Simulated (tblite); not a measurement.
Cl4Ti, charge +1, doublet, geometry from GFN2-xTB (such geometries of metal compounds can be far from the true shape) (the multiplicity is a formal guess); GFN1-xTB in tblite 0.6.0.

Here is a job for tblite.
```
$ tblite run mol.xyz --method gfn1 --charge 1 --spin 1 --grad --json tblite.json --no-restart

# file mol.xyz
5

Ti     0.00000000    -0.00000000    -0.00000000
Cl     1.69747891    -0.53617898    -1.16148900
Cl     0.61687574     0.47973787     1.97668792
Cl    -0.95238075     1.68724787    -0.87415377
Cl    -1.36197391    -1.63080675     0.05895485
```

Question: Write the output that tblite gives for this input, abridged.

Answer: 
```
xTB calculator
 | screened Coulomb repulsion
 | Coulomb electrostatics
 |  * isotropic Klopman-Ohno-Mataga-Nishimoto electrostatics
 |  * onsite third-order electrostatics
 | DFT-D3(BJ) dispersion correction

halogen bonding energy    0.0000000000000E+00 Eh
repulsion energy          4.8980225196520E-02 Eh
dispersion energy        -3.3965724728871E-03 Eh
number of electrons       3.1000000000000E+01 e
integral cutoff           3.9599309224301E+01 bohr

------------------------------------------------------------
  cycle        total energy    energy error   density error
------------------------------------------------------------
      1     -17.39826250077  -1.7443846E+01   5.5244804E-01
      2     -17.41799729881  -1.9734798E-02   1.2999407E+00
      3     -17.84372910527  -4.2573181E-01   3.1039629E-01
      4     -17.75527929695   8.8449808E-02   2.3449063E-01
      5     -17.88830509252  -1.3302580E-01   1.0491647E-01
      6     -17.89091892225  -2.6138297E-03   9.1197884E-02
      7     -17.90005418390  -9.1352617E-03   2.8806204E-02
      8     -17.90078173409  -7.2755019E-04   1.4384587E-02
      9     -17.90099635140  -2.1461730E-04   5.3604611E-03
     10     -17.90103046425  -3.4112852E-05   8.3960417E-04
     11     -17.90103103402  -5.6977383E-07   4.8561749E-04
     12     -17.90103131997  -2.8594305E-07   6.2951347E-06
------------------------------------------------------------

electronic energy        -1.7946614972691E+01 Eh
total energy             -1.7901031319967E+01 Eh

Post processing:
 | Mayer-Wiberg bond orders

[Info] Tight-binding results written to 'tblite.txt'
[Info] JSON dump of results written to 'tblite.json'
```
